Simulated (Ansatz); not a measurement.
Job for Ansatz (a program for electronic structure): U-B3LYP/def2-TZVPP on Cl (SMILES [Cl]).

Ansatz 0.2 input:
```yaml
crystal:
  periodic: [false, false, false]
  atoms:
    - {symbol: Cl, position_ang: [0.00000000, 0.00000000, 0.00000000]}
basis:
  gaussian:
    orbitals: def2-TZVPP
hamiltonian:
  xc: {name: B3LYP}
magnetization: {spin_polarized: true, initial_magnetization: 1}
```

Program output:

```
WARN ansatz: RAYON_NUM_THREADS=4 ignored (pool sized by the plan → 4); use --threads N
Functional definition: B3LYP
integrals: 0.00 GiB planned
313 factors; their error is unknown
mean field: 0.14 GiB planned
mean field evaluation 1: about -12521.6514 eV, gradient 4.8e0 eV
mean field evaluation 2: about -12521.7447 eV, gradient 1.9e0 eV
mean field evaluation 4: about -12521.7571 eV, gradient 6.2e-2 eV
mean field evaluation 8: about -12521.7820 eV, gradient 1.6e-3 eV
mean field -12521.78196333 eV, -460.1669995836 hartree, gradient 6.0e-6 eV, S^2 0.753092; 0 other end points of the search recorded, 0 dependent functions left out
reference -12521.78211825 eV, -460.1670052771 hartree; 9, 8 occupied and 33, 34 virtual orbitals, 313 factors
Total energy: -12521.78211825 eV, -460.1670052771 hartree
```

Self-consistency was reached.

Cost: roughly 0.6 core-seconds.
